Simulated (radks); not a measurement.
Results of a calculation; reference values are marked as such.
Q: Ionisation of Os3+, [Xe] 4f14 5d5, to Os4+, [Xe] 4f14 5d4, under several functionals. Scalar-relativistic Kohn-Sham, spin-polarised, spherical densities, finite nucleus; open shells are filled with parallel spins first (spin-orbit coupling, left out, can overturn this in heavy ions); a radial shooting solver on a logarithmic mesh with Libxc functionals. Known Delta-SCF values: LDA (Slater exchange, Perdew-Wang correlation) 43.047 eV; PBE 42.921 eV; PW91 42.986 eV. What does AM05 give, and what is its highest occupied eigenvalue?

A: 42.909 eV by Delta-SCF; the 5d eigenvalue is -36.446 eV. NIST: 41 eV (theoretical).
